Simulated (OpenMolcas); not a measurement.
**Rh2+: moving or changing the point charges**

Rh2+ among 4 point charges of -2.5 e arranged as a tetrahedron (Td), 2.19 Å from the ion.
```
   1.2644    1.2644    1.2644  -2.50
   1.2644   -1.2644   -1.2644  -2.50
  -1.2644    1.2644   -1.2644  -2.50
  -1.2644   -1.2644    1.2644  -2.50
```

```
Program             : OpenMolcas 26.06
Method              : CASSCF
Basis               : ANO-RCC-VTZP [7s6p4d2f1g]
Scalar Hamiltonian  : DKH2, point nucleus
Active space        : 7 electrons in 5 orbitals (4d)
State averaging     : 2S+1 = 4 even, 10 roots; 2S+1 = 2 even, 40 roots
Spin-orbit coupling : RASSI with atomic mean-field integrals over the reference wave functions
```

Runs around this geometry, states (labels of Td). Energies in cm-1 above the lowest state or level, χT in cm3 K/mol.

| R (Å) | q (e) | Ground state | First state of that spin | First gap with spin-orbit (degeneracies) | χT at 300 K | First state of another spin |
| --- | --- | --- | --- | --- | --- | --- |
| 2.19 | -1.25 | 4A2 | 4T2 1651 | 1266 (4, 4) | 4.351 | 2E 15792 |
| 2.08 | -2.5 | 4A2 | 4T2 2519 | 2048 (4, 4) | 3.877 | 2T1 15628 |
| 2.19 | -2.5 | 4A2 | 4T2 2330 | 1872 (4, 4) | 3.979 | 2T1 15912 |
| 2.38 | -2.5 | 4A2 | 4T2 1838 | 1426 (4, 4) | 4.239 | 2E 15835 |

Taking the first state of the same spin as R^-n, n = -ln(1838 / 2519) / ln(2.38 / 2.08) = 2.3 between the shortest and longest distance.

Scaling the charges by -1.25 / -2.5 = 0.50 scales the first state of the same spin by 1651 / 2330 = 0.71; with fixed orbitals a first-order splitting would follow the charge.

Without dynamic correlation the repulsion within the d shell is too large (B by tens of per cent), so at a given field states of lower spin stand too high. The ground term spreads over less than 5000 cm-1, several times less than with real ligands, so orbital moments are less quenched and χT lies further from the spin-only value than at real sites. Spin-orbit coupling mixes the spin-free states strongly: the lowest level takes only 67 % from its leading state, 4A2 (holds for R = 2.19, q = -1.25). Point charges carry no covalency, so the field is a model and not that of real ligands. No measured value stands beside these numbers.
